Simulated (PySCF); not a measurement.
**Calculated NMR data**

- structure optimised with GFN2-xTB
- shieldings: GIAO PBE0/pcSseg-1
- run in PySCF
- equivalent nuclei averaged, non-relativistic, one conformer, gas phase

References, each an isolated molecule treated in the same way: TMS for ¹H (31.72 ppm), ¹³C (186.93 ppm). Where no couplings were computed, multiplicities follow the n + 1 count of equivalent neighbours, and m marks all less simple cases (inequivalent or close neighbours, rings, F or P nearby). Shifts are as computed. Against solution values, carbons near 30 ppm lie about +3 ppm off and those near 130 ppm about +5 ppm. Of 1211 compounds with measured shifts, 218 miss one by over three times the rms of a fit or turn the order of signals round; such compounds aren't used in these exercises.

Compound 1 (C7H10N2). ¹H NMR (500 MHz, computed): δ 7.40 (m, 1H), 6.17 (m, 1H), 6.15 (m, 1H), 5.59 (m, 1H), 5.49 (m, 1H), 4.82 (d, 2H), 2.42 (s, 3H). ¹³C{¹H} NMR (computed): δ 144.8, 142.0, 141.6, 123.8, 111.9, 58.0, 13.4. Structure: `InChI=1S/C7H10N2/c1-3-6-9-7(2)4-5-8-9/h3-5H,1,6H2,2H3`.

Compound 2 (C5H11NO2Si). ¹H NMR (500 MHz, computed): δ 3.98 (s, 6H), 1.46 (s, 2H), 0.34 (s, 3H). ¹³C{¹H} NMR (computed): δ 124.5, 53.4, 3.5, -5.4. Structure: `CO[Si](C)(CC#N)OC`.
